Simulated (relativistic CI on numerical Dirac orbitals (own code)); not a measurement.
# Line list: Electric-dipole lines, Sb22+

Method of calculation: Dirac-Coulomb-Breit CI, orbitals from a KLI potential per configuration, model QED (radiative potential, 1s self-energy scaled to tabulated hydrogen-like ionisation energies), unscaled Slater integrals (own radial code, finite nucleus).

CI space (outside the closed core [Ar]): 3d¹⁰4s, 3d¹⁰4p, 3d¹⁰4d, 3d¹⁰4f, 3d¹⁰5s, 3d¹⁰5p, 3d¹⁰5d, 3d¹⁰5f, 3d¹⁰5g, 3d¹⁰6s, 3d¹⁰6p, 3d¹⁰6d, 3d⁹4s², 3d¹⁰6f, 3d¹⁰7s, 3d⁹4s4p, 3d¹⁰8s, 3d⁹4s4d, 3d⁹4s4f, 3d⁹4s5s, 3d⁹4s5p, 3d⁹4s5d, 3d⁹4s5f. Double excitations out of closed p, d and f shells are left out; levels of such configurations are missing from the list, as are those of other unlisted configurations, and high levels can miss mixing partners.

| λ vac (nm) | Lower | Upper | A (s⁻¹) | E lower (eV) | E upper (eV) |
| --- | --- | --- | --- | --- | --- |
| 4.9265 | 3d¹⁰4d ²D5/2 [5] | 3d¹⁰5f ²F°7/2 [14] | 5.14e+11 | 138.878 | 390.544 |
| 6.7533 | 3d¹⁰4f ²F°5/2 [6] | 3d¹⁰5g ²G7/2 [15] | 1.31e+12 | 219.410 | 403.000 |
| 6.7607 | 3d¹⁰4f ²F°7/2 [7] | 3d¹⁰5g ²G9/2 [16] | 1.36e+12 | 219.683 | 403.073 |
| 13.567 | 3d⁹4s4p ⁴F°7/2 [29] | 3d⁹4s4d ⁴G9/2 [54] | 1.22e+11 | 513.848 | 605.232 |
| 13.831 | 3d¹⁰4p ²P°1/2 [2] | 3d¹⁰4d ²D3/2 [4] | 1.26e+11 | 46.727 | 136.369 |
| 14.930 | 3d¹⁰4d ²D3/2 [4] | 3d¹⁰4f ²F°5/2 [6] | 1.11e+11 | 136.369 | 219.410 |
| 14.968 | 3d⁹4s4p ⁴F°9/2 [32] | 3d⁹4s4d ⁴G11/2 [57] | 1.19e+11 | 523.372 | 606.203 |
| 15.344 | 3d¹⁰4d ²D5/2 [5] | 3d¹⁰4f ²F°7/2 [7] | 1.10e+11 | 138.878 | 219.683 |
| 15.681 | 3d¹⁰4p ²P°3/2 [3] | 3d¹⁰4d ²D5/2 [5] | 1.07e+11 | 59.809 | 138.878 |
| 18.384 | 3d⁹4s² ²D5/2 [22] | 3d⁹4s4p ²D°5/2 [46] | 9.38e+10 | 472.437 | 539.877 |
| 19.030 | 3d⁹4s² ²D5/2 [22] | 3d⁹4s4p ²F°7/2 [44] | 8.47e+10 | 472.437 | 537.589 |
| 20.730 | 3d¹⁰4s ²S1/2 [1] | 3d¹⁰4p ²P°3/2 [3] | 3.58e+10 | 0.000 | 59.809 |
| 30.435 | 3d¹⁰5p ²P°1/2 [9] | 3d¹⁰5d ²D3/2 [11] | 3.56e+10 | 313.395 | 354.132 |
| 34.232 | 3d¹⁰5d ²D3/2 [11] | 3d¹⁰5f ²F°5/2 [13] | 3.16e+10 | 354.132 | 390.351 |
| 34.356 | 3d¹⁰5p ²P°3/2 [10] | 3d¹⁰5d ²D5/2 [12] | 3.05e+10 | 319.209 | 355.297 |
| 35.176 | 3d¹⁰5d ²D5/2 [12] | 3d¹⁰5f ²F°7/2 [14] | 3.13e+10 | 355.297 | 390.544 |
| 56.304 | 3d¹⁰6p ²P°1/2 [18] | 3d¹⁰6d ²D3/2 [20] | 1.30e+10 | 442.176 | 464.197 |
| 63.417 | 3d¹⁰6p ²P°3/2 [19] | 3d¹⁰6d ²D5/2 [21] | 1.13e+10 | 445.290 | 464.841 |
| 63.840 | 3d¹⁰6d ²D3/2 [20] | 3d¹⁰6f ²F°5/2 [24] | 1.17e+10 | 464.197 | 483.618 |
| 65.585 | 3d¹⁰6d ²D5/2 [21] | 3d¹⁰6f ²F°7/2 [25] | 1.17e+10 | 464.841 | 483.745 |

Terms are leading LS components. Brackets give the number of a level in order of energy, since labels repeat. The list gives strong lines, with weight on those to low levels, without lines whose two gauges differ by over a factor of 2.5, among the lowest 102 of 227 levels, so that lines to higher ones, which can be the strongest, are missing. Levels whose partners in the same complex of configurations lie outside the list can be far off, and so can their lines. Rates are taken at the computed energies, electric ones in the length gauge.

At this charge energies of transitions that change n are usually good to better than 1 %, and those within a shell (Δn = 0) to a few per cent.

Q: From the table, what is the radiative lifetime of 3d¹⁰5f ²F°7/2?

A: The listed rates from this level add up to about 5.45e+11 s⁻¹, 100 % of its decay; with all channels τ = 1.83e-12 s.

LS names give the leading component of a level, which can be under half, so a name can repeat, a term be missing and a line seem to break the LS rules.
